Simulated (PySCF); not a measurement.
**How methods differ on the ionisation energy of S¹⁵⁺**

S¹⁵⁺ 1s1 (2S) → S¹⁶⁺ (bare nucleus), as a difference of total energies. Computed with PySCF 2.14 in an even-tempered Gaussian basis (15 s from 9.6 bohr⁻², ratio 2.2; 7 p from 15 bohr⁻², ratio 2.4; 4 d from 44 bohr⁻², ratio 2.4; 3 f from 67 bohr⁻², ratio 2.4; 3 g from 100 bohr⁻², ratio 2.4), with no relativity, point nucleus. The calculations carry no spin-orbit coupling.

| method | ionisation energy (eV) |
| --- | --- |
| UHF | 3483.1 |
| LDA | 3465.3 |
| PBE | 3480.4 |
| PBE0 | 3481.1 |
| r2SCAN | 3483.1 |
| MN15 | 3482.9 |

These non-relativistic numbers lack the scalar-relativistic shift.

For comparison: 3494.2 eV (theoretical estimate listed by NIST; NIST Atomic Spectra Database, ionization energies).
